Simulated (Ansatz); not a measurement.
C₂H₇ClO₂SSi (`CO[Si](S)(Cl)OC`). Total charge 0; spin multiplicity 1. The geometry is a stationary point of PBE0-D4/def2-TZVP. It is one conformer, not always the lowest.

```xyz
14

C     0.034   -2.156    1.180
O    -0.247   -0.797    1.459
Si   -0.450    0.355    0.348
S    -0.881    2.203    1.273
Cl   -1.994   -0.185   -0.905
O     0.912    0.497   -0.517
C     1.078    1.279   -1.683
H     0.080   -2.687    2.132
H    -0.752   -2.601    0.563
H     0.994   -2.258    0.667
H    -2.177    1.905    1.459
H     0.431    0.920   -2.488
H     0.851    2.331   -1.489
H     2.119    1.193   -1.997
```

What is the dipole moment at ωB97M-V/def2-TZVPP? (Estimate.)

The calculation gave: 1.15 D, with components (0.43, -0.61, -0.88) D in this frame, pointing from negative to positive charge.

And with PBE, r2SCAN, B3LYP? (An estimate is asked.)

Computed: PBE 1.07 D, r2SCAN 1.12 D, B3LYP 1.14 D.

Give the Mulliken charges with ωB97M-V, PBE, r2SCAN in def2-TZVPP. (Estimate.)

The calculation gave: 
| atom | ωB97M-V | PBE | r2SCAN |
| --- | --- | --- | --- |
| C1 | -0.18 | -0.14 | -0.01 |
| O2 | -0.33 | -0.27 | -0.35 |
| Si3 | 0.62 | 0.56 | 0.71 |
| S4 | -0.22 | -0.24 | -0.25 |
| Cl5 | -0.22 | -0.24 | -0.26 |
| O6 | -0.35 | -0.28 | -0.37 |
| C7 | -0.17 | -0.13 | 0.00 |
| H8 | 0.13 | 0.11 | 0.07 |
| H9 | 0.11 | 0.10 | 0.06 |
| H10 | 0.13 | 0.11 | 0.07 |
| H11 | 0.13 | 0.12 | 0.12 |
| H12 | 0.12 | 0.10 | 0.07 |
| H13 | 0.12 | 0.10 | 0.06 |
| H14 | 0.13 | 0.11 | 0.07 |

B3LYP here is the variant with VWN-RPA as its local correlation; programs differ in this.
